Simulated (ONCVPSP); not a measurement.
Ranking ONCV potentials for Ta

All share these settings but for the change named:

```
Element                 : Ta
Generator               : ONCVPSP 4.0.1
Type                    : optimised norm-conserving Vanderbilt (ONCV)
Functional              : LDA (Perdew-Zunger)
Relativity              : scalar-relativistic
Frozen core             : [Kr] 4d10 4f14
Valence charge          : 13
Reference configuration : 5s2 5p6 5d3 6s2
Partial waves           : 5s+6s: rc 1.90 bohr, ncon 4, nbas 7, qcut 6.2 1/bohr, 3 projectors, debl 3.3 Ha; 5p: rc 1.70 bohr, ncon 4, nbas 7, qcut 7.7 1/bohr, 2 projectors, debl 2 Ha; 5d: rc 2.45 bohr, ncon 4, nbas 9, qcut 6.1 1/bohr, 1 projector
Local potential         : polynomial inside 1.25 bohr (lpopt 5, dvloc0 2 Ha)
Core correction         : Teter function, fcfact 3.75, rcfact 1
```

Test errors are all-electron minus pseudo excitation energies from the reference, over 5s2 5p6 5d3 6s1; 5s2 5p6 5d3 6s0; 5s2 5p6 5d2 6s0; 5s2 5p6 5d3 6s1 6p1. None of these files shows a bound ghost.

The base gives 14.3 meV.

Of 10 variants that were run, those that failed, showed a ghost or another fault, or gave nearly equal values are left out.

A variant can come out equal or close to the base, since the largest error may sit in a test that the change hardly touches while other tests move.

Q: Rank these variants by their largest absolute test error, smallest first.
A. d: qcut 7.3
B. core correction Teter function, fcfact 5, rcfact 1.4
C. p: ncon 5, nbas 8

A: A (13.2 meV), C (15.2 meV), B (17.6 meV).
